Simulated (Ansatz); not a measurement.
Cost and result for the atomization energy of CH₇N₃Si (`N/C=N/[SiH2]N`) (12 atoms, 11 bonds).

```xyz
12

N     0.6035   -0.5647   -2.4743
C     0.5939   -0.0018   -1.2457
N     0.1471   -0.5831   -0.2121
Si    0.1200    0.1483    1.3463
N    -1.4304    0.3244    2.0604
H     1.0345   -0.1041   -3.2531
H     0.2995   -1.5183   -2.5722
H     1.0087    1.0200   -1.2509
H     0.7164    1.5185    1.2519
H     0.9018   -0.7101    2.2716
H    -1.8980   -0.4908    2.4240
H    -2.0971    0.9616    1.6542
```

Charge 0, multiplicity 1. All single points use the PBE0-D4/def2-TZVP geometry. It is one conformer, not always the lowest. Program: Ansatz. All runs use 4 threads of an Arm Neoverse V1 on a shared host. Times are those of one run each, without the atoms' runs, and a repeat can differ threefold. Electronic energies, without spin–orbit coupling; frozen cores. CCSD(T)/CBS adds CCSD(T) − MP2 in def2-TZVPP to the MP2 limit, and its time is that of the two runs behind it. T1 = 0.013. B3LYP takes the VWN-RPA correlation (the form of Gaussian; ORCA's B3LYP/G).

CCSD(T)/CBS is a level of theory with its own doubt, some kJ/mol a heavy atom from the limit and from the frozen cores, so smaller differences don't rank the functionals.

| level | functions | wall time | atomization (kJ/mol) | difference from CCSD(T)/CBS | per bond |
| --- | --- | --- | --- | --- | --- |
| PBE-D4/def2-TZVPP (with forces) | 264 | 2.5 s | 4479.4 | 116.4 | 10.6 |
| PBE0-D4/def2-TZVPP | 264 | 3 s | 4369.6 | 6.6 | 0.6 |
| r2SCAN-D4/def2-TZVPP (with forces) | 264 | 4.6 s | 4351.1 | -11.9 | -1.1 |
| B3LYP-D4/def2-TZVPP (with forces) | 264 | 4.7 s | 4402.9 | 39.9 | 3.6 |
| B2PLYP/def2-TZVPP | 264 | 6 s | 4334.8 | -28.2 | -2.6 |
| ωB97X-V/def2-TZVPP | 264 | 8 s | 4398.4 | 35.4 | 3.2 |
| ωB97M-V/def2-TZVPP (with forces) | 264 | 11 s | 4395.9 | 32.9 | 3.0 |
| MP2/def2-QZVPP | 508 | 23 s | 4365.1 | 2.1 | 0.2 |
| CCSD(T)/def2-TZVPP | 264 | 3 min | 4214.3 | -148.7 | -13.5 |
| CCSD(T)/CBS(def2) | – | 3.4 min | 4363.0 | 0.0 | 0.0 |

The D4 term adds +35.4 kJ/mol with B3LYP and +18.6 kJ/mol with PBE0; it sums over pairs of atoms, weighted by their polarisabilities, and B3LYP, whose exchange is more repulsive, gets the larger term. In def2-TZVPP, CCSD(T) changes the Hartree–Fock value by +1256.3 kJ/mol (the triples alone add +74.4 kJ/mol) and MP2 by +1317.7 kJ/mol; breaking electron pairs costs correlation energy, which Hartree–Fock lacks. From PBE to PBE0 (25 % exact exchange), in def2-TZVPP and without D4, the atomization energy moves by −106.3 kJ/mol: exact exchange takes away binding that semilocal exchange gives to molecules.
